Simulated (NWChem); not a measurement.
Molecule: BeClF; SMILES [F][Be][Cl]

```xyz
3

Be     0.0000     0.0000     0.5998
F      0.0000     0.0000     1.9747
Cl     0.0000     0.0000    -1.2084
```
Atoms are numbered in this order, from 1.

All runs use the structure optimised with B3LYP/6-31G* (spherical d).

Problem. List the 6 lowest vertical singlet excitations and the 6 lowest triplet ones from B3LYP/def2-SVPD, full TDDFT (NWChem).

Solution. 
```tsv
state	energy (eV)	oscillator strength	leading excitation (squared amplitude)
S1	7.61	0.056	HOMO−1 → LUMO (0.96)
S2	7.61	0.056	HOMO → LUMO (0.96)
S3	8.26	0.000	HOMO−1 → LUMO+1 (0.44)
S4	8.30	0.000	HOMO−1 → LUMO+1 (0.44)
S5	8.30	0.000	HOMO−1 → LUMO+2 (0.44)
S6	9.03	0.036	HOMO−2 → LUMO (0.32)
T1	7.31	spin-forbidden	HOMO → LUMO (0.88)
T2	7.31	spin-forbidden	HOMO−1 → LUMO (0.88)
T3	7.77	spin-forbidden	HOMO−1 → LUMO+2 (0.42)
T4	7.98	spin-forbidden	HOMO−1 → LUMO+1 (0.43)
T5	7.98	spin-forbidden	HOMO−1 → LUMO+2 (0.43)
T6	8.26	spin-forbidden	HOMO−1 → LUMO+1 (0.44)
```
